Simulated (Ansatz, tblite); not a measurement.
Spin states of Ca2O⁺ (the lowest doublet isomer of a short search), each relaxed with B3LYP-D4/def2-TZVP in Ansatz. Electronic energies in the gas phase.

The xTB rows come from tblite. HSE06 is defined as in plane-wave codes, on full-range PBE exchange. Correlated methods freeze 11 core orbitals; core or outer-core shells of Ca are correlated, in sets that lack core-valence functions. In CCSD on the charge 1 doublet the largest single amplitude is 0.39, so its Hartree–Fock determinant may place the open shell otherwise than the density functionals do. HOMO above LUMO, or a gap near zero within one spin, warns that the state may not be the lowest or that an electron is smeared out. The structure comes from a short search, and lower isomers may exist.

Doublet geometry (D∞h within 0.1 Å):

```csv
atom,x (Å),y (Å),z (Å)
Ca1,0.321,0.432,1.916
Ca2,-0.321,-0.434,-1.915
O3,0.000,0.002,-0.001
```

Quartet geometry (D∞h within 0.1 Å):

Cartesian coordinates in Å:
```
Ca 0.290 -0.746 -2.085
Ca -0.291 0.746 2.085
O 0.001 0.001 0.000
```

⟨S²⟩: doublet 0.75 at PBE0-D4/def2-TZVP (pure 0.75), quartet 3.75 at PBE0-D4/def2-TZVP (pure 3.75).

Run but left out: HF/STO-3G (doublet: ⟨S²⟩ 1.76, where a pure state has 0.75); HF/def2-TZVP, HF/def2-TZVPP, MP2/def2-TZVP, MP2/def2-TZVPP (doublet: a determinant that CCSD turns far, T1 0.060).

Only these spin states were relaxed. The quartet has other bonds than the doublet, so the gap mixes isomer and spin.

Estimate which spin state lies lowest at each of these levels, and by how much: GFN1-xTB; GFN2-xTB; LDA (SPW92)/def2-TZVP; PBE-D4/def2-TZVP; BLYP-D4/def2-TZVP; r2SCAN-D4/def2-TZVP; PBE0-D4/def2-TZVP; r2SCAN0-D4/def2-TZVP; HSE06-D4/def2-TZVP; RPA@PBE/def2-TZVP; CCSD/def2-TZVPP; CCSD(T)/def2-TZVPP.


```json
{"level": "GFN1-xTB", "quartet − doublet (kcal/mol)": "93.9", "lowest of these": "doublet", "remarks": "–"}
{"level": "GFN2-xTB", "quartet − doublet (kcal/mol)": "65.2", "lowest of these": "doublet", "remarks": "–"}
{"level": "LDA (SPW92)/def2-TZVP", "quartet − doublet (kcal/mol)": "99.1", "lowest of these": "doublet", "remarks": "gap within one spin near zero (quartet)"}
{"level": "PBE-D4/def2-TZVP", "quartet − doublet (kcal/mol)": "84.5", "lowest of these": "doublet", "remarks": "–"}
{"level": "BLYP-D4/def2-TZVP", "quartet − doublet (kcal/mol)": "79.8", "lowest of these": "doublet", "remarks": "–"}
{"level": "r2SCAN-D4/def2-TZVP", "quartet − doublet (kcal/mol)": "78.4", "lowest of these": "doublet", "remarks": "–"}
{"level": "PBE0-D4/def2-TZVP", "quartet − doublet (kcal/mol)": "72.3", "lowest of these": "doublet", "remarks": "–"}
{"level": "r2SCAN0-D4/def2-TZVP", "quartet − doublet (kcal/mol)": "68.0", "lowest of these": "doublet", "remarks": "–"}
{"level": "HSE06-D4/def2-TZVP", "quartet − doublet (kcal/mol)": "73.4", "lowest of these": "doublet", "remarks": "–"}
{"level": "RPA@PBE/def2-TZVP", "quartet − doublet (kcal/mol)": "55.9", "lowest of these": "doublet", "remarks": "–"}
{"level": "CCSD/def2-TZVPP", "quartet − doublet (kcal/mol)": "56.3", "lowest of these": "doublet", "remarks": "large T1 (0.060) (doublet)"}
{"level": "CCSD(T)/def2-TZVPP", "quartet − doublet (kcal/mol)": "61.5", "lowest of these": "doublet", "remarks": "large T1 (0.060) (doublet)"}
```

Change of the quartet − doublet gap on mixing in exact exchange, in kcal/mol: PBE to PBE0 (25 % exact exchange) -12.2; r2SCAN to r2SCAN0 (25 % exact exchange) -10.4. The xTB methods have no spin-polarisation term.
